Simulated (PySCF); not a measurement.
BF₃: PBE0 against B3LYP

Base calculation in PySCF with density fitting and no spin–orbit coupling, PBE0/def2-TZVP (no relativity): singlet, D3h, B–F 1.311 Å (×3); wavenumbers 475 (×2), 686, 897, 1478 (×2) cm⁻¹; gap between the highest occupied and lowest empty levels 12.68 eV, polar-tensor charge of B 1.67 e, atomisation energy (no zero-point energy) 1950 kJ/mol.

Problem. What changes on going to B3LYP/def2-TZVP (no relativity)?

Solution. The point group stays the same. Changes: mean bond to B +0.005 Å, highest wavenumber -27 cm⁻¹, lowest wavenumber -3 cm⁻¹, gap between the highest occupied and lowest empty levels -0.75 eV, polar-tensor charge of B 0.00 e, atomisation energy (no zero-point energy) -8 kJ/mol. The new structure has B–F 1.316 Å (×3), with wavenumbers 472 (×2), 684, 886, 1451 (×2) cm⁻¹.

The structures come from searches over a few start shapes, so lower isomers are not excluded.
